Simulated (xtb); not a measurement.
Si(H)(Cl)(OH)2 (ClH₃O₂Si), SMILES O[SiH](O)Cl. All values are semi-empirical tight-binding results from xtb (GFN2-xTB unless named), good for trends rather than for accurate numbers. Geometry: GFN2-xTB. One conformer was computed; it need not be the lowest.

Question: Estimate the properties. (Estimate from the structure and the level; the computed values follow.)

Answer: 
| Item | Value |
|---|---|
| orbital gap | 7.50 eV |
| dipole moment | 1.98 D |
| zero-point energy | 23.1 kcal/mol |
| G − E(el) at 298.15 K (modified RRHO) | 4.6 kcal/mol |
| static polarisability (D4 model) | 56.8 bohr³ |
| solvation energy, GFN2-xTB/ALPB(water) | -8.9 kcal/mol |
| solvation energy, GFN2-xTB/ALPB(dmso) | -11.6 kcal/mol |
